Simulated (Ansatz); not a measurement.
`[OH][AlH][OH]` and `[OH][InH][OH]` differ in one element.

Ansatz, PBE0-D4/def2-TZVP geometries, multiplicity 1. Each molecule was computed in one conformer, which needn't be the lowest.

Elements past krypton have def2 core potentials.

```
                                      property  `[OH][AlH][OH]`
          HOMO–LUMO gap (PBE0/def2-TZVPP) / eV             8.96
            LUMO energy (PBE0/def2-TZVPP) / eV            -0.12
            HOMO energy (PBE0/def2-TZVPP) / eV            -9.08
           HOMO–LUMO gap (PBE/def2-TZVPP) / eV             6.43
zero-point energy (PBE0-D4/def2-TZVP) / kJ/mol             89.3
         HOMO–LUMO gap (B3LYP/def2-TZVPP) / eV             8.34
```

(1) Give the same properties after the change, and the shifts. (Estimate.)

Results:

(1) Ansatz gave: 
```tsv
property	`[OH][InH][OH]`	shift
HOMO–LUMO gap (PBE0/def2-TZVPP) / eV	7.22	-1.74
LUMO energy (PBE0/def2-TZVPP) / eV	-1.05	-0.93
HOMO energy (PBE0/def2-TZVPP) / eV	-8.26	0.82
HOMO–LUMO gap (PBE/def2-TZVPP) / eV	4.72	-1.71
zero-point energy (PBE0-D4/def2-TZVP) / kJ/mol	84.6	-4.7
HOMO–LUMO gap (B3LYP/def2-TZVPP) / eV	6.62	-1.72
```

With PBE0 the HOMO rises by 0.82 eV and the LUMO falls by 0.93 eV, so the gap narrows by about 1.75 eV. PBE moves the HOMO by 0.75 eV and ωB97M-V by 0.84 eV.

B3LYP here is the variant with VWN-RPA as its local correlation; programs differ in this.
